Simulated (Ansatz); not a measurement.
Basis sets compared for the cluster Si2Sn5. Total charge 0; singlet. Geometry PBE-D4/def2-SVP. Ansatz on 4 threads of Arm Neoverse V2 on a shared host; times are rough, and most runs start from earlier orbitals.

Cartesian coordinates in Å:
```
Si 0.743 -0.639 0.616
Si -0.280 1.179 1.935
Sn 1.699 1.909 0.132
Sn 1.552 -0.292 -2.005
Sn -1.137 1.006 -0.877
Sn -0.699 -2.139 -1.204
Sn -1.878 -1.025 1.403
```

In the def2 sets Sn takes a core potential; there is no spin–orbit coupling. The structure comes from a short search, and lower isomers may exist.

Binding counts from free atoms (Si triplet, Sn triplet) in the same basis, without a counterpoise term.

```csv
level,functions,energy (Eh),HOMO (eV),LUMO (eV),binding per atom (eV),wall time
PBE-D4/def2-SVP,166,-1650.2688,-5.03,-3.38,3.11,3.4 s
PBE-D4/def2-TZVP,324,-1650.5001,-5.00,-3.38,3.14,7.5 s
PBE0-D4/def2-SVP,166,-1650.3364,-5.76,-2.86,2.96,7 s
PBE0-D4/def2-TZVP (with forces),324,-1650.5644,-5.71,-2.83,3.00,36 s
```

**Question.** Estimate the rows for PBE-D4/def2-TZVPD, PBE0-D4/def2-TZVPD.

**Answer.** 
```csv
level,functions,energy (Eh),HOMO (eV),LUMO (eV),binding per atom (eV),wall time
PBE-D4/def2-TZVPD,366,-1650.5010,-5.00,-3.38,3.14,12 s
PBE0-D4/def2-TZVPD,366,-1650.5653,-5.71,-2.83,3.00,28 s
```
